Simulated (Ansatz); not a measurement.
Ansatz (a first-principles code) input file for CH11NSi4, SMILES [SiH3]/N=C\[SiH]([SiH3])[SiH3], PBE-D3(BJ)/def2-SVP. 

Ansatz 0.2 input:
```yaml
crystal:
  periodic: [false, false, false]
  atoms:
    - {symbol: Si, position_ang: [3.01172385, -0.64141289, -0.37948139]}
    - {symbol: N, position_ang: [1.67495894, -0.43375237, -1.50538679]}
    - {symbol: C, position_ang: [0.45275596, -0.16917373, -1.27031820]}
    - {symbol: Si, position_ang: [-0.41543787, 0.11006982, 0.42652690]}
    - {symbol: Si, position_ang: [-2.13684219, -1.47349044, 0.64759374]}
    - {symbol: Si, position_ang: [-1.36737850, 2.25802913, 0.42502204]}
    - {symbol: H, position_ang: [4.23708058, -0.94596524, -1.16526703]}
    - {symbol: H, position_ang: [3.24394255, 0.60929031, 0.40996128]}
    - {symbol: H, position_ang: [2.74836062, -1.77594840, 0.56127202]}
    - {symbol: H, position_ang: [-0.23038445, -0.08080825, -2.14916120]}
    - {symbol: H, position_ang: [0.58519197, -0.02985618, 1.53146760]}
    - {symbol: H, position_ang: [-2.92623583, -1.21872541, 1.89126506]}
    - {symbol: H, position_ang: [-3.04818086, -1.35346887, -0.53224367]}
    - {symbol: H, position_ang: [-1.58471655, -2.86125301, 0.69431004]}
    - {symbol: H, position_ang: [-0.31197063, 3.31095169, 0.32311388]}
    - {symbol: H, position_ang: [-2.16104647, 2.47975931, 1.67229311]}
    - {symbol: H, position_ang: [-2.28220355, 2.37259428, -0.75265253]}
basis:
  gaussian:
    orbitals: def2-SVP
hamiltonian:
  xc: pbe
  dispersion: d3bj
relax: {f_tol: 0.002, max_steps: 200}
```

Program output:

```
WARN ansatz: RAYON_NUM_THREADS=2 ignored (pool sized by the plan → 2); use --threads N
Functional definition: PBE
integrals: 0.12 GiB planned
1752 factors; their error is unknown
mean field: 0.59 GiB planned
mean field evaluation 1: about -34176.5787 eV, gradient 5.3e1 eV
mean field evaluation 2: about -34097.4632 eV, gradient 1.4e2 eV
mean field evaluation 4: about -34183.1620 eV, gradient 1.8e1 eV
mean field evaluation 8: about -34183.9556 eV, gradient 3.4e-1 eV
mean field evaluation 16: about -34183.8034 eV, gradient 1.4e-3 eV
mean field -34183.80339797 eV, -1256.2316042613 hartree, gradient 1.2e-5 eV, S^2 0.000000; 0 other end points of the search recorded, 0 dependent functions left out
the calculation of the forces begins
reference -34183.80344924 eV, -1256.2316061454 hartree; 40, 40 occupied and 115, 115 virtual orbitals, 1752 factors
relax step   1: F+E_penalty+E_count = -34184.28807809 eV  Δ(F+E_penalty+E_count) = +0.000e0 eV  max|allowed force component| = 2.472e-1 eV/Å  Δτ_max = 0.0000 Å  (31 SCF iters, accepted)
these checks for a lower state are left out or cut short: starts, cluster_reference, orbital_swaps, neighbouring_geometries, increment
integrals: 0.12 GiB planned
1752 factors; their error is unknown
mean field: 0.59 GiB planned
mean field -34183.81880738 eV, -1256.2321705467 hartree, gradient 1.8e-5 eV, S^2 0.000000; 0 other end points of the search recorded, 0 dependent functions left out
the calculation of the forces begins
reference -34183.81885883 eV, -1256.2321724372 hartree; 40, 40 occupied and 115, 115 virtual orbitals, 1752 factors
relax step   2: F+E_penalty+E_count = -34184.30143370 eV  Δ(F+E_penalty+E_count) = -1.336e-2 eV  max|allowed force component| = 1.250e-1 eV/Å  Δτ_max = 0.0191 Å  (32 SCF iters, accepted)
these checks for a lower state are left out or cut short: starts, cluster_reference, orbital_swaps, neighbouring_geometries, increment
integrals: 0.12 GiB planned
1752 factors; their error is unknown
mean field: 0.59 GiB planned
mean field evaluation 32: about -34183.8205 eV, gradient 1.1e-4 eV
mean field -34183.82052941 eV, -1256.2322338302 hartree, gradient 1.8e-5 eV, S^2 0.000000; 0 other end points of the search recorded, 0 dependent functions left out
the calculation of the forces begins
reference -34183.82058090 eV, -1256.2322357223 hartree; 40, 40 occupied and 115, 115 virtual orbitals, 1752 factors
relax step   3: F+E_penalty+E_count = -34184.30272875 eV  Δ(F+E_penalty+E_count) = -1.295e-3 eV  max|allowed force component| = 5.872e-2 eV/Å  Δτ_max = 0.0077 Å  (32 SCF iters, accepted)
these checks for a lower state are left out or cut short: starts, cluster_reference, orbital_swaps, neighbouring_geometries, increment
integrals: 0.12 GiB planned
1752 factors; their error is unknown
mean field: 0.59 GiB planned
mean field -34183.82034574 eV, -1256.2322270804 hartree, gradient 1.8e-5 eV, S^2 0.000000; 0 other end points of the search recorded, 0 dependent functions left out
the calculation of the forces begins
reference -34183.82039721 eV, -1256.2322289718 hartree; 40, 40 occupied and 115, 115 virtual orbitals, 1752 factors
relax step   4: F+E_penalty+E_count = -34184.30293497 eV  Δ(F+E_penalty+E_count) = -2.062e-4 eV  max|allowed force component| = 4.946e-2 eV/Å  Δτ_max = 0.0097 Å  (31 SCF iters, accepted)
these checks for a lower state are left out or cut short: starts, cluster_reference, orbital_swaps, neighbouring_geometries, increment
integrals: 0.12 GiB planned
1752 factors; their error is unknown
mean field: 0.59 GiB planned
mean field -34183.82046610 eV, -1256.2322315033 hartree, gradient 1.5e-5 eV, S^2 0.000000; 0 other end points of the search recorded, 0 dependent functions left out
the calculation of the forces begins
reference -34183.82051756 eV, -1256.2322333946 hartree; 40, 40 occupied and 115, 115 virtual orbitals, 1752 factors
relax step   5: F+E_penalty+E_count = -34184.30300978 eV  Δ(F+E_penalty+E_count) = -7.481e-5 eV  max|allowed force component| = 9.703e-3 eV/Å  Δτ_max = 0.0034 Å  (24 SCF iters, accepted)
these checks for a lower state are left out or cut short: starts, cluster_reference, orbital_swaps, neighbouring_geometries, increment
integrals: 0.12 GiB planned
1752 factors; their error is unknown
mean field: 0.59 GiB planned
mean field -34183.82048029 eV, -1256.2322320249 hartree, gradient 1.4e-5 eV, S^2 0.000000; 0 other end points of the search recorded, 0 dependent functions left out
the calculation of the forces begins
reference -34183.82053175 eV, -1256.2322339160 hartree; 40, 40 occupied and 115, 115 virtual orbitals, 1752 factors
relax step   6: F+E_penalty+E_count = -34184.30304422 eV  Δ(F+E_penalty+E_count) = -3.444e-5 eV  max|allowed force component| = 1.702e-3 eV/Å  Δτ_max = 0.0035 Å  (24 SCF iters, accepted)
integrals: 0.12 GiB planned
1752 factors; their error is unknown
mean field: 0.59 GiB planned
mean field evaluation 64: about -34183.9742 eV, gradient 3.4e-1 eV
mean field -34183.82048029 eV, -1256.2322320249 hartree, gradient 1.4e-5 eV, S^2 0.000000; 1 other end points of the search recorded, 0 dependent functions left out
the calculation of the forces begins
reference -34183.82053175 eV, -1256.2322339160 hartree; 40, 40 occupied and 115, 115 virtual orbitals, 1752 factors
Total energy: -34184.30309568 eV, -1256.2499678133 hartree
Atom 0 at     3.018347    -0.643374    -0.376870 Å, force    -0.000749     0.000859    -0.000230 eV/Å
Atom 1 at     1.682653    -0.435687    -1.525678 Å, force    -0.001368    -0.001380     0.000279 eV/Å
Atom 2 at     0.455462    -0.169758    -1.284081 Å, force     0.000890     0.001252     0.001702 eV/Å
Atom 3 at    -0.415648     0.110184     0.419567 Å, force     0.000024    -0.000395    -0.000028 eV/Å
Atom 4 at    -2.140678    -1.476203     0.650865 Å, force     0.000671     0.001172     0.000594 eV/Å
Atom 5 at    -1.370989     2.262706     0.427498 Å, force     0.000537    -0.001366     0.000487 eV/Å
Atom 6 at     4.256119    -0.951239    -1.163295 Å, force     0.000644    -0.000245     0.000234 eV/Å
Atom 7 at     3.249197     0.617525     0.417872 Å, force     0.000249     0.000414     0.000177 eV/Å
Atom 8 at     2.747886    -1.786214     0.569584 Å, force    -0.000162    -0.000277     0.000024 eV/Å
Atom 9 at    -0.236202    -0.079132    -2.164047 Å, force     0.000113     0.000052    -0.001553 eV/Å
Atom 10 at     0.593674    -0.030812     1.530537 Å, force     0.000394    -0.000134    -0.001099 eV/Å
Atom 11 at    -2.934043    -1.215106     1.903472 Å, force    -0.000012    -0.000242    -0.000337 eV/Å
Atom 12 at    -3.060837    -1.361408    -0.535896 Å, force    -0.000289    -0.000376     0.000103 eV/Å
Atom 13 at    -1.584208    -2.873522     0.702939 Å, force    -0.000363    -0.000131    -0.000036 eV/Å
Atom 14 at    -0.308322     3.323904     0.330243 Å, force    -0.000205     0.000393     0.000069 eV/Å
Atom 15 at    -2.171267     2.480892     1.683898 Å, force    -0.000034    -0.000012    -0.000283 eV/Å
Atom 16 at    -2.291527     2.384083    -0.758294 Å, force    -0.000340     0.000417    -0.000104 eV/Å
Dipole moment:    -0.176034     0.046233     0.174888 e Å
```

The run converged.
